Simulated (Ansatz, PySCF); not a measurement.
This PySCF input computes a PBE/def2-TZVPD energy:

```python
from pyscf import gto, scf, dft

mol = gto.M(
    atom='''
    C    -0.09466681   -0.02898391   -0.78450900
    O    -0.03409954   -0.01084220    0.48128162
    H     0.84079711    0.26064102    0.85680100
    ''',
    basis='def2-tzvpd',
    charge=0,
    spin=1,
    verbose=4,
)

mf = dft.UKS(mol, xc='pbe').density_fit(auxbasis='def2-universal-jkfit')
mf.grids.level = 3
mf.conv_tol = 1e-9
mf.max_cycle = 100
mf.max_memory = 1500
mf.kernel()
if not mf.converged:
    mf = mf.newton()
    mf.kernel(mf.make_rdm1())
for _ in range(2):
    mo, _, stable, _ = mf.stability(return_status=True)
    if stable:
        break
    mf.kernel(mf.make_rdm1(mo, mf.mo_occ))
mf.analyze()
```

Problem. Write an input for the same energy in Ansatz (a first-principles code) and say what it gives.

Solution. 
Ansatz 0.2 input:
```yaml
crystal:
  periodic: [false, false, false]
  atoms:
    - {symbol: C, position_ang: [-0.09466681, -0.02898391, -0.78450900]}
    - {symbol: O, position_ang: [-0.03409954, -0.01084220, 0.48128162]}
    - {symbol: H, position_ang: [0.84079711, 0.26064102, 0.85680100]}
basis:
  gaussian:
    orbitals: def2-TZVPD
hamiltonian:
  xc: {name: PBE}
magnetization: {spin_polarized: true, initial_magnetization: 1}
output: {forces: true}
```
It gives -113.70581 Eh, and PySCF -113.70585 Eh, a difference of 0.04 mEh, from the treatment of integrals and grids.

It need not be the lowest isomer of its formula.
